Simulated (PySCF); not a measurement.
Shifts of the heteroatoms

Geometry (Å), atoms numbered from 1 in this order:
```xyz
17

C    -2.744    0.656    0.490
C    -1.629   -0.025    0.561
C    -0.852   -1.190    0.122
O    -0.332   -1.247   -1.177
C    -0.255   -0.145    1.045
Si    1.068    0.979    0.282
C     2.658   -0.028    0.058
H    -2.877    1.578    1.033
H    -3.582    0.319   -0.100
H    -1.111   -2.171    0.521
H    -1.053   -1.201   -1.815
H    -0.117   -0.424    2.083
H     0.593    1.531   -0.990
H     1.271    2.086    1.233
H     2.487   -0.867   -0.609
H     3.450    0.582   -0.366
H     3.016   -0.423    1.005
```

[PySCF 2.14: shielding tensors at PBE0/pcSseg-1 (GIAO); geometry from GFN2-xTB; isolated molecule; a single conformation; rapidly exchanging positions averaged; relativity neglected]

Task: Where does $^{29}$Si resonate?

Result: 
```json
{"atoms": "Si6", "environment": "silicon bonded to 2 C, 2 H", "σ (ppm)": "390.0", "δ (ppm)": "-40.6"}
```

Shieldings were converted by a linear fit to measured shifts: $^{29}$Si (scatter 8.9 ppm rms, 25.8 ppm with the 6 outliers that the fit left out vs TMS, solution or neat liquid). A few per cent of atoms miss by over 2 rms, more outside the fitted compound classes.

On a 300 MHz spectrometer $^{29}$Si resonates near 59.6 MHz, so 1 ppm is 59.6 Hz.

Task: What are the $^{17}$O shifts?

Result: 
| atoms | environment | σ (ppm) | δ (ppm) |
| --- | --- | --- | --- |
| O4 | alcohol oxygen | 287.5 | 4.8 |

Shieldings were converted by a linear fit to measured shifts: $^{17}$O: δ = 266.70 − 0.911σ (rms 10.7 ppm, 155 shifts, 12.2 ppm with the 3 outliers that the fit left out vs liquid water, solution or neat liquid). Occasional misses reach two or three times the rms, and more in compound classes unlike the fitted ones.

On a 500 MHz spectrometer $^{17}$O resonates near 67.8 MHz, so 1 ppm is 67.8 Hz.
